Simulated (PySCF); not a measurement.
## C6H6NO: g tensor and hyperfine couplings

Species: C6H6NO (doublet state).
Cartesian coordinates in Å at the GFN2-xTB level; atoms count from 1:
```
atom  x, y, z in Å
C1     2.3919    1.6204   -0.3993
C2     1.6008    0.5901   -0.2800
C3     2.1087   -0.7294   -0.4016
N4     2.5290   -1.7898   -0.5017
C5     0.0938    0.7025   -0.0048
O6    -0.4449    1.7637    0.1145
C7    -0.5922   -0.6341    0.0917
C8    -2.0828   -0.4840    0.3646
H9     2.2774    2.6793   -0.3540
H10   -0.4205   -1.1740   -0.8441
H11   -0.1073   -1.2095    0.8856
H12   -2.2460    0.0461    1.2995
H13   -2.5497   -1.4631    0.4299
H14   -2.5589    0.0813   -0.4326
```

The hyperfine couplings belong to this conformer and change with its torsions.

The species is `[H]/[C]=C(/C#N)C(=O)CC` [radical].

The calculation used PySCF 2.14.0, UKS B3LYP, pcH-1 on C H N O, non-relativistic, mean-field spin-orbit, GIAO. The structure is a single GFN2-xTB conformer in the gas phase; no vibrational or solvent corrections. The geometry wasn't refined by DFT: couplings that depend on bond lengths, twists or pyramidal angles can differ widely from those at the functional's own minimum. No stability test was run, so a lower SCF solution isn't excluded.

```json
{
 "g1, g2, g3": "2.00184, 2.00198, 2.00312",
 "g_iso": "2.00231",
 "Form of g": "close to axial: the two nearest values differ by 11 % of g3 − g1",
 "⟨S²⟩": "0.7639 (exact 0.7500)",
 "α and β electrons": "29, 28",
 "HOMO–LUMO gap, α and β orbitals": "4.71, 4.32 eV",
 "Total energy": "-362.12451 Eh"
}
```

Isotropic coupling and dipolar principal values T1 to T3, in 10⁻⁴ cm⁻¹; ρ(0) is the spin density at the nucleus (1 × 10⁻⁴ cm⁻¹ = 2.998 MHz):

| atom | isotope | a_iso | T1 | T2 | T3 | Mulliken spin population | ρ(0) (bohr⁻³) |
| --- | --- | --- | --- | --- | --- | --- | --- |
| C1 | 13C | 115.1 | -28.7 | -19.6 | 48.3 | 1.06 | 0.3070 |
| C2 | 13C | -10.2 | -7.1 | 0.6 | 6.6 | -0.16 | -0.0272 |
| C3 | 13C | 22.2 | -1.1 | -0.4 | 1.5 | 0.05 | 0.0593 |
| N4 | 14N | -0.2 | -1.0 | 0.2 | 0.8 | -0.03 | -0.0019 |
| C5 | 13C | 17.6 | -3.0 | -2.1 | 5.1 | 0.07 | 0.0469 |
| O6 | 17O | 0.2 | -2.0 | -0.5 | 2.5 | -0.01 | -0.0012 |
| C7 | 13C | 3.8 | -0.8 | -0.7 | 1.5 | 0.01 | 0.0100 |
| C8 | 13C | 0.6 | -0.2 | -0.2 | 0.4 | 0.00 | 0.0015 |
| H9 | 1H | 13.7 | -11.0 | -3.2 | 14.1 | 0.01 | 0.0092 |
| H10 | 1H | -0.5 | -0.7 | -0.2 | 0.9 | 0.00 | -0.0003 |
| H11 | 1H | -0.5 | -0.7 | -0.2 | 0.9 | 0.00 | -0.0003 |
| H12 | 1H | -0.1 | -0.3 | -0.2 | 0.4 | 0.00 | -0.0001 |
| H13 | 1H | 1.3 | -0.2 | -0.1 | 0.3 | 0.00 | 0.0008 |
| H14 | 1H | -0.1 | -0.3 | -0.2 | 0.4 | 0.00 | -0.0001 |

Largest spin populations (Mulliken): C1 (+1.06), C2 (-0.16) and C5 (+0.07). No atom but C1 exceeds +0.15.

Axes: g2 points within 7° of the C1–C2 bond.

Under fast tumbling the dipolar parts average out, and these isotropic splittings remain: 1 × 1H (H9, I = 1/2, 2 lines) with 1.46 mT, 2 × 1H (H10/H11, I = 1/2, 3 lines) with 0.05 mT and 3 × 1H (H12/H13/H14, I = 1/2, 4 lines) with 0.04 mT.

Means are taken over nuclei equivalent by connectivity, which assumes that they swap fast.

The 13C coupling of C1 (345.1 MHz) shows only in satellite lines or after enrichment, since that isotope makes up about 1.07 % of natural carbon.

β density exceeds α density at some nuclei, such as C2 (-0.0272), N4 (-0.0019) and O6 (-0.0012), spin density in bohr⁻³. In a single determinant that takes different orbitals for the two spins, that is spin polarisation.
